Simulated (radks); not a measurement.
Species: Co XXV. Configuration: [He] 5d1 (not the ground configuration).

Method: non-relativistic Kohn-Sham, PBE, spin-unpolarised, spherical densities, point nucleus; without spin polarisation the odd electron is poorly described; computed with a radial shooting solver on a logarithmic mesh with Libxc functionals.

Energy parts (Ry):
part                       energy
total                 -1448.96800
kinetic                1448.85099
electron-nucleus      -2935.61101
Hartree                  71.21928
exchange-correlation    -33.42727

Orbitals (lengths in bohr, moments of r in powers of bohr; <r^-3> diverges for s and p1/2):
orbital  occ.  eigenvalue (Ry)  <1/r>  <r^-3>
1s          2        -681.1657  26.68       -
5d          1        -24.60395  1.004   8.530

The highest occupied level is 5d at -334.75 eV. The electron density at the nucleus is 1.224e+04 e/bohr^3.
